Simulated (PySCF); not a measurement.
H₄F₂OSi₂ (SMILES O[Si](F)(F)[SiH3]), singlet, at a GFN2-xTB geometry, atoms displaced at random by about 0.03 Å a coordinate; B3LYP/6-31G, gradient by finite differences in PySCF.

Here is a job for PySCF.
```python
from pyscf import gto, scf, dft

mol = gto.Mole()
mol.atom = '''
    O    -0.79023874    0.87612830   -1.33489620
    Si   -0.34587325   -0.09104449   -0.07521370
    F    -0.73726134   -1.59022227   -0.33081676
    F    -1.43364046    0.25246853    1.04975135
    Si    1.75793144    0.32477348    0.43166701
    H    -1.70322620    0.76597035   -1.72646003
    H     2.00247414    1.75906627    0.81713892
    H     2.35742023   -0.42696820    1.54875144
    H     2.70539781    0.00800872   -0.74981559
'''
mol.basis = '6-31g'
mol.verbose = 4
mol.build()

mf = dft.RKS(mol)
mf.xc = 'b3lyp'
mf.conv_tol = 1e-11
mf.kernel()
scan, done = mf.as_scanner(), []
scan.scf_summary = {}
def energy(d):
    c = mol.atom_coords()
    c[0, 2] += d
    e = scan(mol.set_geom_(c, unit='Bohr', inplace=False))
    done.append(scan.converged)
    return e
h = 1e-5
fd = (energy(h) - energy(-h)) / (2 * h)
print('dE/dx =', fd)
```

It wrote (shortened):

```
PySCF version 2.14.0

[INPUT] verbose = 4
[INPUT] num. atoms = 9
[INPUT] num. electrons = 58
[INPUT] charge = 0
[INPUT] spin (= nelec alpha-beta = 2S) = 0
[INPUT] symmetry False subgroup None
[INPUT] Mole.unit = angstrom
[INPUT] Symbol           X                Y                Z      unit          X                Y                Z       unit  Magmom
[...]
nuclear repulsion = 319.864075884055
number of shells = 37
number of NR pGTOs = 174
number of NR cGTOs = 61
basis = 6-31g
ecp = {}

******** <class 'pyscf.dft.rks.RKS'> ********
method = RKS
initial guess = minao
damping factor = 0
level_shift factor = 0
DIIS = <class 'pyscf.scf.diis.CDIIS'>
diis_start_cycle = 1
diis_space = 8
diis_damp = 0
SCF conv_tol = 1e-11
SCF conv_tol_grad = None
SCF max_cycles = 50
direct_scf = True
direct_scf_tol = 1e-13
XC library pyscf.dft.libxc version 7.1.2
    S. Lehtola, C. Steigemann, M. J. T. Oliveira, and M. A. L. Marques,  SoftwareX 7, 1–5 (2018)
XC functionals = b3lyp
    P. J. Stephens, F. J. Devlin, C. F. Chabalowski, and M. J. Frisch,  J. Phys. Chem. 98, 11623 (1994)
radial grids:
    Treutler-Ahlrichs [JCP 102, 346 (1995); DOI:10.1063/1.469408] (M4) radial grids

becke partition: Becke, JCP 88, 2547 (1988); DOI:10.1063/1.454033
pruning grids: <function nwchem_prune>
grids dens level: 3
symmetrized grids: False
atomic radii adjust function: <function treutler_atomic_radii_adjust>
small_rho_cutoff = 0
Set gradient conv threshold to 3.16228e-06
Initial guess from minao.
tot grids = 120200
init E= -856.732110257404
[...]
cycle= 1 E= -856.070849242671  delta_E= 0.661  |g|= 1.05  |ddm|=  2.7
[...]
cycle= 2 E= -855.775017474799  delta_E= 0.296  |g|= 1.67  |ddm|= 2.52
[...]
cycle= 3 E= -856.279705777164  delta_E= -0.505  |g|= 0.088  |ddm|= 1.59
[...]
cycle= 4 E= -856.280486080196  delta_E= -0.00078  |g|= 0.071  |ddm|= 0.132
[...]
cycle= 5 E= -856.281354532903  delta_E= -0.000868  |g|= 0.005  |ddm|= 0.0558
[...]
cycle= 6 E= -856.281363915094  delta_E= -9.38e-06  |g|= 0.00128  |ddm|= 0.012
[...]
cycle= 7 E= -856.281364242362  delta_E= -3.27e-07  |g|= 0.000739  |ddm|= 0.00192
[...]
cycle= 8 E= -856.281364331309  delta_E= -8.89e-08  |g|= 7.35e-05  |ddm|= 0.000684
[...]
cycle= 9 E= -856.281364332596  delta_E= -1.29e-09  |g|= 7.03e-06  |ddm|= 9.93e-05
[...]
cycle= 10 E= -856.281364332607  delta_E= -1.09e-11  |g|= 1.86e-06  |ddm|= 1.34e-05
[...]
cycle= 11 E= -856.281364332613  delta_E= -5.46e-12  |g|= 7.12e-07  |ddm|= 4.3e-06
[...]
Extra cycle  E= -856.28136433261  delta_E= 2.27e-12  |g|= 6.71e-07  |ddm|= 2.07e-06
converged SCF energy = -856.28136433261
Create scanner for <class 'pyscf.dft.rks.RKS'>

WARN: Mole.unit (angstrom) is changed to Bohr

New geometry
   1 O     -0.790238740000   0.876128300000  -1.334890908228 AA   -1.493334791621   1.655642536981  -2.522578222723 Bohr
   2 Si    -0.345873250000  -0.091044490000  -0.075213700000 AA   -0.653605716313  -0.172049151251  -0.142133293815 Bohr
   3 F     -0.737261340000  -1.590222270000  -0.330816760000 AA   -1.393222014830  -3.005084567484  -0.625153073816 Bohr
   4 F     -1.433640460000   0.252468530000   1.049751350000 AA   -2.709187830495   0.477096376772   1.983742550392 Bohr
   5 Si     1.757931440000   0.324773480000   0.431667010000 AA    3.322008967362   0.613732929722   0.815732425910 Bohr
   6 H     -1.703226200000   0.765970350000  -1.726460030000 AA   -3.218631046184   1.447474181037  -3.262536621708 Bohr
   7 H      2.002474140000   1.759066270000   0.817138920000 AA    3.784127696124   3.324153485260   1.544168764523 Bohr
   8 H      2.357420230000  -0.426968200000   1.548751440000 AA    4.454878595209  -0.806852961899   2.926716056626 Bohr
   9 H      2.705397810000   0.008008720000  -0.749815590000 AA    5.112460918898   0.015134287408  -1.416946109029 Bohr

******** <class 'pyscf.scf.hf.RKS_Scanner'> ********
method = RKS_Scanner
initial guess = minao
damping factor = 0
level_shift factor = 0
DIIS = <class 'pyscf.scf.diis.CDIIS'>
diis_start_cycle = 1
diis_space = 8
diis_damp = 0
SCF conv_tol = 1e-11
SCF conv_tol_grad = None
SCF max_cycles = 50
direct_scf = True
direct_scf_tol = 1e-13
XC library pyscf.dft.libxc version 7.1.2
    S. Lehtola, C. Steigemann, M. J. T. Oliveira, and M. A. L. Marques,  SoftwareX 7, 1–5 (2018)
XC functionals = b3lyp
    P. J. Stephens, F. J. Devlin, C. F. Chabalowski, and M. J. Frisch,  J. Phys. Chem. 98, 11623 (1994)
radial grids:
    Treutler-Ahlrichs [JCP 102, 346 (1995); DOI:10.1063/1.469408] (M4) radial grids

becke partition: Becke, JCP 88, 2547 (1988); DOI:10.1063/1.454033
pruning grids: <function nwchem_prune>
grids dens level: 3
symmetrized grids: False
atomic radii adjust function: <function treutler_atomic_radii_adjust>
small_rho_cutoff = 0
Set gradient conv threshold to 3.16228e-06
tot grids = 120200
init E= -856.281363741256
[...]
cycle= 1 E= -856.281363945054  delta_E= -2.04e-07  |g|= 1.48e-06  |ddm|= 9.08e-06
[...]
cycle= 2 E= -856.281363945053  delta_E= 6.82e-13  |g|= 2.01e-06  |ddm|= 3.37e-06
[...]
Extra cycle  E= -856.281363945053  delta_E= 4.55e-13  |g|= 3.39e-06  |ddm|= 4.02e-06
converged SCF energy = -856.281363945053

WARN: Mole.unit (angstrom) is changed to Bohr

New geometry
   1 O     -0.790238740000   0.876128300000  -1.334901491772 AA   -1.493334791621   1.655642536981  -2.522598222723 Bohr
   2 Si    -0.345873250000  -0.091044490000  -0.075213700000 AA   -0.653605716313  -0.172049151251  -0.142133293815 Bohr
   3 F     -0.737261340000  -1.590222270000  -0.330816760000 AA   -1.393222014830  -3.005084567484  -0.625153073816 Bohr
   4 F     -1.433640460000   0.252468530000   1.049751350000 AA   -2.709187830495   0.477096376772   1.983742550392 Bohr
   5 Si     1.757931440000   0.324773480000   0.431667010000 AA    3.322008967362   0.613732929722   0.815732425910 Bohr
   6 H     -1.703226200000   0.765970350000  -1.726460030000 AA   -3.218631046184   1.447474181037  -3.262536621708 Bohr
   7 H      2.002474140000   1.759066270000   0.817138920000 AA    3.784127696124   3.324153485260   1.544168764523 Bohr
   8 H      2.357420230000  -0.426968200000   1.548751440000 AA    4.454878595209  -0.806852961899   2.926716056626 Bohr
   9 H      2.705397810000   0.008008720000  -0.749815590000 AA    5.112460918898   0.015134287408  -1.416946109029 Bohr

******** <class 'pyscf.scf.hf.RKS_Scanner'> ********
method = RKS_Scanner
initial guess = minao
damping factor = 0
level_shift factor = 0
DIIS = <class 'pyscf.scf.diis.CDIIS'>
diis_start_cycle = 1
diis_space = 8
diis_damp = 0
SCF conv_tol = 1e-11
SCF conv_tol_grad = None
SCF max_cycles = 50
direct_scf = True
direct_scf_tol = 1e-13
XC library pyscf.dft.libxc version 7.1.2
    S. Lehtola, C. Steigemann, M. J. T. Oliveira, and M. A. L. Marques,  SoftwareX 7, 1–5 (2018)
XC functionals = b3lyp
    P. J. Stephens, F. J. Devlin, C. F. Chabalowski, and M. J. Frisch,  J. Phys. Chem. 98, 11623 (1994)
radial grids:
    Treutler-Ahlrichs [JCP 102, 346 (1995); DOI:10.1063/1.469408] (M4) radial grids

becke partition: Becke, JCP 88, 2547 (1988); DOI:10.1063/1.454033
pruning grids: <function nwchem_prune>
grids dens level: 3
symmetrized grids: False
atomic radii adjust function: <function treutler_atomic_radii_adjust>
small_rho_cutoff = 0
Set gradient conv threshold to 3.16228e-06
tot grids = 120200
init E= -856.281365127771
[...]
cycle= 1 E= -856.281364720125  delta_E= 4.08e-07  |g|= 8.79e-06  |ddm|= 1.97e-05
[...]
cycle= 2 E= -856.2813647201  delta_E= 2.48e-11  |g|= 1.45e-05  |ddm|= 1.7e-05
[...]
cycle= 3 E= -856.281364720137  delta_E= -3.73e-11  |g|= 7.88e-07  |ddm|= 1.06e-05
[...]
cycle= 4 E= -856.28136472014  delta_E= -2.27e-12  |g|= 3.48e-07  |ddm|= 1.04e-06
[...]
Extra cycle  E= -856.281364720136  delta_E= 3.87e-12  |g|= 5.26e-07  |ddm|= 7.37e-07
converged SCF energy = -856.281364720136
dE/dx = 0.038754160414100625
```
